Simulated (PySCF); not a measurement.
Correlation energy of C (carbon, neutral)

[He] 2s1 2p3, high-spin 5S determinant (an excited configuration). Calculation: PySCF 2.14, in aug-cc-pVTZ (5s4p3d2f, 46 functions); the non-relativistic Hamiltonian (point nucleus). Frozen: 1s2; 4 electrons correlated.

| level | correlation energy (mhartree) |
| --- | --- |
| CCSD | -33.98 |
| (T) | -0.35 |
| CCSD(T) | -34.33 |

Diagnostics: T1 = 0.0044, D1 = 0.0072, largest double amplitude 0.029.

Cost of the coupled-cluster step: roughly 0.8 core-seconds, for 4 correlated electrons.

Iterations:

```
CC2 = 0
CCSD nocc = (np.int64(4), np.int64(0)), nmo = (45, 45)
frozen orbitals [[0], [0]]
max_cycle = 100
direct = 0
conv_tol = 1e-08
conv_tol_normt = 1e-06
diis_space = 8
diis_start_cycle = 0
Init t2, MP2 energy = -0.0271643909683877
Init E_corr(UCCSD) = -0.0271643909746904
cycle = 1  E_corr(UCCSD) = -0.0324466891967551  dE = -0.00528229822  norm(t1,t2) = 0.0211658
cycle = 2  E_corr(UCCSD) = -0.0335900236086874  dE = -0.00114333441  norm(t1,t2) = 0.00628897
cycle = 3  E_corr(UCCSD) = -0.0340069133834319  dE = -0.000416889775  norm(t1,t2) = 0.00234342
cycle = 4  E_corr(UCCSD) = -0.0339747417590943  dE = 3.21716243e-05  norm(t1,t2) = 0.000390228
cycle = 5  E_corr(UCCSD) = -0.0339752491120124  dE = -5.07352918e-07  norm(t1,t2) = 3.96315e-05
cycle = 6  E_corr(UCCSD) = -0.0339751887525047  dE = 6.03595078e-08  norm(t1,t2) = 3.52017e-06
cycle = 7  E_corr(UCCSD) = -0.0339752083737018  dE = -1.96211971e-08  norm(t1,t2) = 2.81065e-07
cycle = 8  E_corr(UCCSD) = -0.0339752067258207  dE = 1.64788107e-09  norm(t1,t2) = 4.46814e-08
UCCSD converged
E(UCCSD) = -37.63077264552015  E_corr = -0.0339752067258207
UCCSD(T) correction = -0.00035445116499312
```
